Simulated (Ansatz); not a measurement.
Isolated molecules relaxed with PBE0-D4/def2-TZVP in Ansatz; ΔE leaves out vibrations. CCSD(T)/CBS adds triple-zeta CCSD(T) − MP2 to the extrapolated MP2 energy (def2 sets, frozen cores). This one scheme is used for every species. Each species was taken in one conformer, which may not be the lowest.

Reaction (ligand exchange at the Si–C bond): `OC[SiH2]O` + `N[SiH](O)F` → `O[SiH2]N[SiH](O)F` + CH₃OH

`OC[SiH2]O`:

```xyz
10

O    -0.214    1.693   -0.749
C     0.503    0.471   -0.876
Si    0.321   -0.560    0.687
O    -1.290   -0.580    1.078
H    -1.077    1.493   -0.373
H     1.553    0.731   -1.046
H     0.177   -0.094   -1.762
H     0.835   -1.944    0.478
H     1.013    0.087    1.827
H    -1.821   -1.299    0.736
```

`N[SiH](O)F`:

Cartesian coordinates in Å:
```
N -0.429 -0.248 1.078
Si -0.127 -0.017 -0.578
O 1.169 0.944 -0.798
F 0.101 -1.490 -1.148
H -0.892 -1.081 1.402
H -0.578 0.529 1.700
H -1.186 0.599 -1.397
H 1.941 0.764 -0.258
```

`O[SiH2]N[SiH](O)F`:

Z-matrix (Å, degrees):
```
Si
N 1 1.728
O 1 1.643 2 113.3
H 1 1.486 2 105.2 3 -122.6
H 1 1.478 2 111.2 3 116.0
Si 2 1.699 1 129.0 3 -65.9
H 2 1.011 1 115.4 3 113.5
H 3 0.958 1 117.9 2 -53.5
O 6 1.632 2 107.4 1 -145.5
F 6 1.600 2 112.8 1 96.9
H 6 1.475 2 109.5 1 -20.6
H 9 0.958 6 117.8 2 -157.7
```

CH₃OH:

Z-matrix (Å, degrees):
```
C
O 1 1.409
H 1 1.097 2 112.4
H 1 1.090 2 107.0 3 -118.5
H 1 1.097 2 112.4 3 123.0
H 2 0.959 1 108.5 3 -61.6
```

| species | CCSD(T)/def2-TZVPP energy (Eh) |
| --- | --- |
| `OC[SiH2]O` | -480.99306 |
| `N[SiH](O)F` | -521.17082 |
| `O[SiH2]N[SiH](O)F` | -886.64309 |
| CH₃OH | -115.55534 |

(1) Work out ΔE.

Largest T1 diagnostic among the species: 0.011.

## Answers

(1) ΔE = (-886.64309) + (-115.55534) − (-480.99306) − (-521.17082) = -0.03455 Eh = -21.7 kcal/mol. CCSD(T)/CBS gives -21.5 kcal/mol.

From PBE to PBE0 (25 % exact exchange), in def2-TZVPP and without D4, ΔE moves by −1.4 kcal/mol. In def2-TZVPP, CCSD(T) changes the Hartree–Fock value by +2.5 kcal/mol (the triples alone add +0.3 kcal/mol) and MP2 by +1.9 kcal/mol. The D4 term adds −0.7 kcal/mol with B3LYP and −0.5 kcal/mol with PBE0; it sums over pairs of atoms, weighted by their polarisabilities, and B3LYP, whose exchange is more repulsive, gets the larger term.

B3LYP here is the variant with VWN-RPA as its local correlation; programs differ in this.
